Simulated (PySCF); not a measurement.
CH₅F₂NOSi, SMILES N[Si@](O)(F)CF. Atoms are numbered in the order given.

```xyz
11

N      1.4966    -0.6389     0.5785
Si     0.1731     0.3524     0.1516
O      0.6210     1.4177    -1.0557
F     -0.3742     1.3029     1.3803
C     -1.2697    -0.8185    -0.2402
F     -0.7852    -1.9383    -0.9294
H      2.4613    -0.3161     0.4907
H      1.4049    -1.6377     0.3800
H      0.1351     2.2609    -1.0600
H     -1.7612    -1.1580     0.7004
H     -2.0541    -0.3216    -0.8552
```

Coordinates come from a PBE-D3(BJ)/def2-SVP optimisation. The structure was generated by enumeration; whether it is a known compound was not checked. The values are those of a single conformer.

Method: PBE-D3(BJ)/def2-SVP run with PySCF.

Frequencies are harmonic and unscaled.

| mode | ν (cm⁻¹) | IR (km/mol) | moving atoms (share of kinetic energy) |
|---|---|---|---|
| 1 | 44 | 1.9 | F 41 %, H 21 %, O 13 %, C 12 %, N 10 % |
| 2 | 116 | 5.1 | F 47 %, N 21 %, H 14 %, O 13 % |
| 3 | 187 | 2.0 | H 34 %, N 21 %, F 16 %, C 15 %, O 12 % |
| 4 | 219 | 7.6 | H 49 %, F 16 %, O 15 %, N 8 % |
| 5 | 224 | 94.8 | H 63 %, F 19 %, O 13 % |
| 6 | 294 | 41.5 | F 35 %, O 16 %, Si 15 %, H 14 %, C 11 %, N 10 % |
| 7 | 308 | 8.9 | F 34 %, H 24 %, Si 15 %, N 14 %, O 11 % |
| 8 | 338 | 80.0 | H 86 % |
| 9 | 356 | 76.4 | H 56 %, F 12 %, N 12 %, Si 10 % |
| 10 | 380 | 88.2 | F 27 %, H 23 %, Si 18 %, O 17 %, N 10 % |
| 11 | 650 | 4.4 | C 46 %, H 20 %, O 14 %, N 10 % |
| 12 | 710 | 5.0 | H 58 %, C 18 %, F 12 %, N 10 % |
| 13 | 764 | 19.5 | H 44 %, O 23 %, C 13 %, F 9 % |
| 14 | 809 | 107.9 | H 75 %, N 13 %, O 8 % |
| 15 | 840 | 149.9 | Si 32 %, H 32 %, F 20 %, N 14 % |
| 16 | 905 | 181.7 | Si 47 %, O 25 %, F 13 % |
| 17 | 963 | 131.7 | Si 48 %, H 19 %, N 19 % |
| 18 | 1031 | 83.7 | C 50 %, F 40 % |
| 19 | 1195 | 4.2 | H 91 % |
| 20 | 1264 | 2.1 | H 72 %, C 25 % |
| 21 | 1397 | 4.7 | H 94 % |
| 22 | 1481 | 68.0 | H 88 %, N 11 % |
| 23 | 2951 | 18.8 | H 95 % |
| 24 | 3007 | 18.9 | H 90 %, C 10 % |
| 25 | 3507 | 35.2 | H 96 % |
| 26 | 3609 | 45.5 | H 91 %, N 9 % |
| 27 | 3762 | 69.1 | H 94 % |
